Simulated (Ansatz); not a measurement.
Q: Name a neutral molecule of C, F, N, Sn and H with HOMO energy (PBE/def2-TZVPP) between -6.65 and -6.35 eV and size of the dipole moment (PBE/def2-TZVPP) between 2.70 and 3.00 D (Ansatz, PBE0-D4/def2-TZVP geometry).

A: `[CH3][Sn]([NH2])([F])[F]` (-6.63 eV, 2.86 D). Other molecules can fit too; these were computed, each in one conformer that needn't be the lowest.
